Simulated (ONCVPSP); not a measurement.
# Os ONCV: all-electron and pseudo phase curves

Os (Z = 76), optimised norm-conserving Vanderbilt (ONCV), made with ONCVPSP 4.0.1 (PBEsol, scalar-relativistic). Core [Kr] 4d10 4f14, reference 5s2 5p6 5d6 6s2. Waves: 5s+6s: rc 1.65 bohr, ncon 4, nbas 7, qcut 6.1 1/bohr, 2 projectors; 5p: rc 1.15 bohr, ncon 4, nbas 9, qcut 7.7 1/bohr, 2 projectors, debl 2 Ha; 5d: rc 2.35 bohr, ncon 4, nbas 8, qcut 6.2 1/bohr, 2 projectors, debl 3.7 Ha. Local part: polynomial inside 1.00 bohr (lpopt 3, dvloc0 5 Ha). Core correction: Teter function, fcfact 3.75, rcfact 1.45.

The phase is arctan(r·R′/R) of the radial function R(r), unwrapped; energies in Ha, scanned from -5 to 5 Ha. A pole is an energy at which the radial function vanishes at the test radius. The pseudo phase is shifted by a multiple of π to meet the all-electron one at the reference energy, and phase errors are pseudo minus all-electron; the curves can meet again beyond the range given. Levels narrower than the energy grid can be missing from the lists of poles.

```
channel  radius (bohr)  reference energy (Ha)  poles, all-electron  poles, pseudo  unbroken range about the reference energy with phases within 0.05 rad  phase error 1 Ha above the reference energy (rad)
      s           1.68                  -0.23                -2.98          -2.98                                                        the whole range                                             -0.002
      p           1.16                  -1.87                 3.36           3.35                                                        the whole range                                             -0.000
      d           2.39                  -0.23           0.13, 4.12     0.13, 4.12                                                        the whole range                                             +0.002
```

Phases in the d channel:

| E (Ha) | all-electron | pseudo |
| --- | --- | --- |
| -4.96 | 1.415 | 1.415 |
| -4.72 | 1.411 | 1.411 |
| -4.48 | 1.406 | 1.406 |
| -4.24 | 1.400 | 1.400 |
| -4.00 | 1.394 | 1.394 |
| -3.76 | 1.387 | 1.387 |
| -3.52 | 1.379 | 1.379 |
| -3.28 | 1.371 | 1.371 |
| -3.04 | 1.361 | 1.361 |
| -2.80 | 1.349 | 1.349 |
| -2.56 | 1.335 | 1.335 |
| -2.32 | 1.319 | 1.319 |
| -2.08 | 1.298 | 1.298 |
| -1.84 | 1.272 | 1.272 |
| -1.60 | 1.236 | 1.236 |
| -1.36 | 1.185 | 1.185 |
| -1.12 | 1.102 | 1.102 |
| -0.88 | 0.941 | 0.941 |
| -0.64 | 0.507 | 0.508 |
| -0.40 | -0.644 | -0.643 |
| -0.16 | -1.309 | -1.309 |
| 0.08 | -1.541 | -1.540 |
| 0.32 | -1.669 | -1.669 |
| 0.56 | -1.774 | -1.773 |
| 0.80 | -1.889 | -1.888 |
| 1.04 | -2.056 | -2.053 |
| 1.28 | -2.365 | -2.358 |
| 1.52 | -3.005 | -2.994 |
| 1.76 | -3.763 | -3.756 |
| 2.00 | -4.163 | -4.160 |
| 2.24 | -4.354 | -4.352 |
| 2.48 | -4.461 | -4.460 |
| 2.72 | -4.530 | -4.529 |
| 2.96 | -4.579 | -4.579 |
| 3.20 | -4.616 | -4.616 |
| 3.44 | -4.646 | -4.646 |
| 3.68 | -4.672 | -4.672 |
| 3.92 | -4.695 | -4.695 |
| 4.16 | -4.716 | -4.716 |
| 4.40 | -4.736 | -4.736 |
| 4.64 | -4.757 | -4.757 |
| 4.88 | -4.779 | -4.779 |
